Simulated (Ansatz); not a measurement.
Molecule (SMILES): N[BH] (BH-NH2), doublet.
Atoms: B1, N2, H3, H4, H5. Bonds: B1-N2, B1-H3, N2-H4, N2-H5.

Basis-set convergence of the harmonic zero-point energy at HF with Ansatz (a program for electronic structure). Each level at its own minimum, finite differences of forces, unscaled; the reference is a large set that could be run, not a limit. Cartesian d functions, on some or all atoms, in 6-31G*, 6-31+G*; all else is spherical. The program fits the integrals of some runs and decomposes those of others, by size. Open shells are unrestricted. No added dispersion term, no relativity. Reference: the value in aug-pcseg-2, 24.31 kcal/mol, itself unsure by roughly 0.04 kcal/mol (its mean distance from aug-cc-pVTZ, def2-TZVPPD). Deviations are taken from unrounded values.

```
basis        functions  harmonic zero-point energy (kcal/mol)
-----------  ---------  -------------------------------------
6-31G*              36                                  24.48
6-31+G*             44                                  24.48
cc-pVDZ             43                                  24.21
aug-cc-pVDZ         73                                  24.16
def2-SVP            43                                  24.28
def2-SVPD           64                                  24.25
pcseg-1             43                                  24.34
aug-pcseg-1         73                                  24.26
6-311G**            54                                  24.29
6-311+G**           62                                  24.26
def2-TZVP           80                                  24.27
def2-TZVPD         101                                  24.24
cc-pVTZ            102                                  24.29
aug-cc-pVTZ        161                                  24.26
pcseg-2            102                                  24.31
aug-pcseg-2        161                                  24.31
def2-TZVPP         104                                  24.30
def2-TZVPPD        125                                  24.28
```

What the diffuse functions change, pair by pair:
- 6-31G* to 6-31+G*: 8 more functions, deviation 0.17 to 0.17 kcal/mol
- cc-pVDZ to aug-cc-pVDZ: 30 more functions, deviation -0.10 to -0.15 kcal/mol
- def2-SVP to def2-SVPD: 21 more functions, deviation -0.03 to -0.06 kcal/mol
- pcseg-1 to aug-pcseg-1: 30 more functions, deviation 0.03 to -0.05 kcal/mol
- 6-311G** to 6-311+G**: 8 more functions, deviation -0.02 to -0.05 kcal/mol
- def2-TZVP to def2-TZVPD: 21 more functions, deviation -0.04 to -0.07 kcal/mol
- cc-pVTZ to aug-cc-pVTZ: 59 more functions, deviation -0.02 to -0.05 kcal/mol
- pcseg-2 to aug-pcseg-2: 59 more functions, deviation 0.00 to 0.00 kcal/mol
- def2-TZVPP to def2-TZVPPD: 21 more functions, deviation -0.01 to -0.03 kcal/mol

Leaving out the reference's own pair, they bring the value nearer the reference by more than 0.04 kcal/mol in 0 of 8 pairs.
